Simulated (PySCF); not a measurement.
# Removing the step error of a finite difference

System: C$_{3}$H$_{4}$BCl, singlet, at a GFN2-xTB geometry. Level: HF/6-31G, polarisability (PySCF). Sums are taken with unrounded values, so a last digit can differ.

Second differences of the energy in a field along z gave a polarisability along z of 29.344 bohr³ at step 0.005 and 29.369 bohr³ at step 0.02 (atomic units).

Question: Extrapolate to zero step.

Answer: The leading error of a symmetric difference goes as h², so A(h) = A0 + c h². Then c = (29.369 - (29.344))/(0.02² - 0.005²) = 65.0 (atomic units) and A0 = 29.344 - c × 0.005² = 29.343 bohr³. The analytic value from the same program and level is 29.343 bohr³: the smaller step missed it by 0.002, the extrapolation by 0.000.
